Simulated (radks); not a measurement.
Se2+, 32 electrons, occupied as [Ar] 3d9 4s1 4p4 (not the ground configuration). All-electron calculation, Dirac Kohn-Sham, PBE, spin-unpolarised, spherical densities, finite nucleus; open shells fill j = l - 1/2 first; Fermi nuclear charge, rms radius 4.14 fm. Program: a radial shooting solver on a logarithmic mesh with Libxc functionals.

Radial electron density D(r) = 4 pi r^2 rho(r):

```
   r/bohr * D(r) (the largest magnitude, 49.5, reaches the edge; | marks zero)
 0.005533 |        *
 0.006339 |          *
 0.007205 |            *
 0.008254 |               *
 0.009457 |                  *
  0.01075 |                      *
  0.01231 |                          *
    0.014 |                              *
  0.01603 |                                  *
  0.01822 |                                     *
  0.02088 |                                         *
  0.02373 |                                            *
  0.02719 |                                             *
   0.0309 |                                              *
   0.0354 |                                             *
  0.04024 |                                            *
   0.0461 |                                         *
  0.05281 |                                       *
  0.06002 |                                      *
  0.06877 |                                      *
  0.07816 |                                       *
  0.08955 |                                           *
   0.1018 |                                               *
   0.1166 |                                                    *
   0.1325 |                                                      *
   0.1518 |                                                     *
   0.1726 |                                                 *
   0.1977 |                                           *
   0.2265 |                                   *
   0.2574 |                              *
   0.2949 |                            *
   0.3352 |                             *
    0.384 |                                *
   0.4365 |                                   *
   0.5001 |                                   *
   0.5684 |                               *
   0.6512 |                         *
   0.7401 |                  *
   0.8479 |            *
   0.9637 |        *
    1.104 |     *
    1.265 |    *
    1.438 |    *
    1.647 |   *
    1.872 |  *
    2.145 |  *
    2.438 | *
    2.793 |*
    3.174 *
    3.636 *
    4.133 *
    4.735 *
    5.382 *
    6.166 *
```

D(r) has 3 maxima, at r = 0.0309, 0.138, 0.465 bohr, and minima at 0.0645, 0.297 bohr, inside which lie 2.08, 10.97 electrons.
